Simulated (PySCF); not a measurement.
Li(OH) (HLiO), SMILES [Li][OH].

Coordinates come from a B3LYP-D3(BJ)/def2-TZVPD optimisation. The isomer is the one that the SMILES or the coordinates give; other isomers of the formula were not compared.

Two levels are set side by side: PBE/def2-TZVPD (PySCF) and HF/def2-TZVPD (PySCF). Same geometry, gas phase. Differences are taken from unrounded values.

```csv
quantity,HF
orbital gap (eV),10.38
highest occupied level (eV),-10.30
lowest empty level (eV),0.08
dipole moment (D),4.70
mean polarisability (bohr³),13.7
```

**Question.** What does PBE give, and how far is it from HF? (The exact figures need the calculation; the answer reports its results.)

**Answer.** 
| quantity | PBE | PBE minus HF |
|---|---|---|
| orbital gap (eV) | 3.39 | -6.99 |
| highest occupied level (eV) | -4.79 | 5.51 |
| lowest empty level (eV) | -1.40 | -1.48 |
| dipole moment (D) | 4.39 | -0.31 |
| mean polarisability (bohr³) | 20.5 | 6.9 |

Without exact exchange PBE keeps part of each electron's self-repulsion, which lifts occupied levels and narrows the gap. PBE's more diffuse valence density responds more strongly to a field. Differences between two approximate levels are no errors against the true value.
